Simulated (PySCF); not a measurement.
ClI, triplet, at a GFN2-xTB geometry (a higher spin typed on purpose: for a closed-shell molecule this is an excited state) (all electrons, no relativity). Base run: PySCF with M062X/STO-3G.

Geometry (Å):
```xyz
2

Cl     0.0000     0.0000    -2.1180
I      0.0000     0.0000     0.6793
```
Charge 0, spin multiplicity 3.
Orbitals are unrestricted.
All else is at PySCF's defaults.
Base energy -7308.20974 Eh.

Each row names what was changed in the base input (with any setting that the change needs).

```csv
change,ΔE vs base (mEh),grid points,electrons on the grid,outcome
base,0.000,40840,70.00001,converged
"grids.atom_grid = (99, 590)",-0.328,58584,70.00000,converged
grids.radi_method = delley,3.037,40328,70.00001,converged
"grids.atom_grid = (50, 194)",-27.244,12512,70.00005,converged
grids.level = 0,-66.194,4456,70.00396,converged
"grids.atom_grid = (150, 974)",-0.248,144880,70.00000,converged
small_rho_cutoff = 0,0.000,40840,70.00001,converged
grids.prune = dft.gen_grid.sg1_prune,-,-,-,input refused
grids.radi_method = mura_knowles,-0.301,36920,70.00001,converged
grids.prune = dft.gen_grid.treutler_prune,0.007,40496,70.00000,converged
grids.prune = off,0.008,75952,70.00000,converged
```

Open shells are given as the SCF converged; they aren't shown to be the lowest states, and a large step between rows can be another state.

- grids.prune = dft.gen_grid.sg1_prune: ended with `IndexError: index 53 is out of bounds for axis 0 with size 19`
